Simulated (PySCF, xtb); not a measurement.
Al(Cl)(OH)(SeH) (AlClH2OSe), SMILES [OH][Al]([Cl])[SeH]. Other conformers were not sampled.

Harmonic wavenumbers (cm⁻¹) from GFN2-xTB in xtb at its own minimum, in rising order: 98, 149, 165, 203, 321, 347, 463, 503, 580, 898, 2048, 3773.

Problem. What does r2SCAN-D4/def2-SVP in PySCF give at its own minimum? (The exact figures need the calculation; the answer reports its results.)

Solution. 111, 177, 209, 242, 324, 348, 515, 569, 611, 901, 2432, 3937. Paired by order, the mean absolute difference is 69 cm⁻¹ and the zero-point energies are 13.6 and 14.8 kcal/mol.
